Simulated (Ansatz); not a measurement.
Consider the formal exchange of groups at a Ge–C bond: `[SiH3]/C=[CH]/[GeH3]` + `CCBr` → `[GeH3][CH2]CBr` + `C=C[SiH3]`.

Computed with Ansatz on PBE0-D4/def2-TZVP structures; ΔE is electronic, products minus reactants. CBS: MP2 limit from def2 TZ/QZ plus the TZ coupled-cluster correction, frozen cores. Functionals use def2-TZVPP. B3LYP here is the variant with VWN-RPA as its local correlation; programs differ in this. For Br, Ge outer-core shells are correlated without core-valence functions, which leaves a few kJ/mol of doubt a bond. Scalar relativity is left out up to krypton. One conformer a species, not always the lowest.

(1) Is it downhill or uphill in electronic energy at CCSD(T)/CBS, and by how much? (An estimate is asked.)

(2) What do these levels give: PBE-D4, r2SCAN-D4, B3LYP-D4, ωB97M-V, PBE, r2SCAN, HF/def2-TZVPP, MP2/def2-TZVPP, CCSD/def2-TZVPP, CCSD(T)/def2-TZVPP, SCS-MP2/def2-QZVPP, HF/CBS(def2)? (Best estimate.)

Largest T1 diagnostic among the species: 0.012.

Answers

(1) Ansatz gave: Uphill: ΔE = +1.0 kcal/mol.

(2) Ansatz gave: PBE-D4 1.4, r2SCAN-D4 1.3, B3LYP-D4 1.4, ωB97M-V 1.1, PBE 1.4, r2SCAN 1.3, HF/def2-TZVPP 1.9, MP2/def2-TZVPP 1.1, CCSD/def2-TZVPP 1.2, CCSD(T)/def2-TZVPP 1.2, SCS-MP2/def2-QZVPP 1.2, HF/CBS(def2) 1.9 kcal/mol.
